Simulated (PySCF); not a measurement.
CH₅Ge, SMILES [CH2][GeH3], multiplicity 2. Geometry: PBE0-D3(BJ)/def2-TZVP. The isomer is the one that the SMILES or the coordinates give; other isomers of the formula were not compared.

**Question.** Give the equilibrium geometry at PBE0-D3(BJ)/def2-TZVP (PySCF confirms it by a frequency run) as Cartesian coordinates in Å, and its point group. (An estimate is asked for; the answer gives what the named calculation found.)

**Answer.** point group Cs.
```xyz
7

C      1.5729    -0.0034     0.0000
Ge    -0.3466    -0.0008     0.0000
H      2.1473     0.0152    -0.9193
H      2.1473     0.0152     0.9193
H     -0.8937     1.4415     0.0000
H     -0.8743    -0.7124    -1.2568
H     -0.8743    -0.7124     1.2568
```
Charge 0, spin multiplicity 2.
